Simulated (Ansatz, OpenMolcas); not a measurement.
**Abstraction of F: CHBrClF + SiH2(CH3) → CHBrCl + SiH2(CH3)F**

Species: CHBrClF (bromochlorofluoromethane) `FC(Cl)Br`, singlet; SiH2(CH3), doublet; CHBrCl `Cl[CH]Br`, doublet; SiH2(CH3)F, singlet. A radical takes F: the energy is the difference in strength between the C–F bond broken and the Si–F bond made.

Shapes, held fixed at every level: PBE0-D4/def2-TZVP. Programs: Ansatz 0.2.0, OpenMolcas 26.06. A level may come from different programs for different species; with the same settings they agree closely. The zero-point and thermal change to 298 K, harmonic and unscaled (PBE0-D4/def2-TZVP), is -1.9 kJ/mol.

| level | kind | ΔH(298 K) (kJ/mol) | less CCSD(T)/def2-TZVPP |
| --- | --- | --- | --- |
| HF/def2-SVP | Hartree–Fock | -193.1 | +0.2 |
| HF/def2-TZVPP | Hartree–Fock | -218.0 | -24.7 |
| PBE-D4/def2-TZVPP | GGA | -171.1 | +22.2 |
| B3LYP/6-31G* (Cartesian functions) | global hybrid | -175.5 | +17.8 |
| wB97M-V/def2-TZVPP | range-separated hybrid | -193.6 | -0.3 |
| B2PLYP/def2-TZVPP | double hybrid | -198.5 | -5.2 |
| CCSD/def2-SVP | coupled cluster or CI | -170.4 | +22.9 |
| CCSD(T)/def2-TZVPP | coupled cluster or CI | -193.3 | 0.0 |

The highest level, CCSD(T)/def2-TZVPP, gives ΔH(298 K) = -193.3 kJ/mol; the levels span -218.0 to -170.4. The column of differences is taken from that level and isn't an error. No measured value is set beside it here. Open shells run unrestricted unless RO is named. Relativity is left out for Br unless named. Correlated rows may include outer-core shells of Br, which these sets cover unevenly.
